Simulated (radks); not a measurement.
Species: Cd VIII. Configuration: [Kr] 4d5. Method: scalar-relativistic Kohn-Sham, exchange-only LDA, spin-polarised, spherical densities, point nucleus; open shells are filled with parallel spins first (spin-orbit coupling, left out, can overturn this in heavy ions); computed with a radial shooting solver on a logarithmic mesh with Libxc functionals. Some entries of the table are withheld. Estimate them.

orbital  occ.  eigenvalue (eV)  <1/r> (bohr^-1)
1s up       1        -26612.35            50.59
1s down     1        -26612.33            50.59
2s up       1        -4055.290            11.51
2s down     1        -4053.845            11.51
2p up       3        -3653.273            11.11
2p down     3        -3652.129            11.11
3s up       1        -851.8363            4.059
3s down     1        -850.7934            4.060
3p up       3        -720.0709            3.870
3p down     3        -718.9402            3.871
3d up       5              (1)            3.646
3d down     5              (2)            3.648
4s up       1              (3)            1.624
4s down     1              (4)            1.630
4p up       3        -180.1442            1.491
4p down     3        -174.1953            1.495
4d up       5        -119.6881            1.254
4d down     0        -113.7486            1.252

Answer. 
(1) 3d up eigenvalue (eV): -513.6132
(2) 3d down eigenvalue (eV): -512.1369
(3) 4s up eigenvalue (eV): -220.6040
(4) 4s down eigenvalue (eV): -214.7667
